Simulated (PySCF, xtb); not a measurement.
C₆H₁₂O₂, SMILES COC(=O)C(C)(C)C.

The structure is a stationary point at PBE0-D3(BJ)/def2-SVP.

Level of theory: IEF-PCM-M06-2X/def2-SVP (PySCF).

The values are the electrostatic part of the solvation free energy, E(continuum) − E(gas) at the gas-phase geometry, in a cavity of scaled van der Waals radii (PySCF's table); cavitation and dispersion terms are not included. In vacuum the orbital gap is 10.93 eV. The dipole moment in vacuum is 1.73 D.

Computed values in water (ε = 78.36), dimethylsulfoxide (ε = 46.83), toluene (ε = 2.37):
| solvent | ε | ΔG(elec) (kcal/mol) | dipole (D) | gap (eV) |
|---|---|---|---|---|
| water | 78.36 | -4.4 | 2.22 | 10.98 |
| dimethylsulfoxide | 46.83 | -4.3 | 2.21 | 10.98 |
| toluene | 2.37 | -2.1 | 1.95 | 10.95 |

For comparison, GFN2-xTB/ALPB(water) (xtb, at the GFN2-xTB geometry, all terms of that model) gives -4.0 kcal/mol.
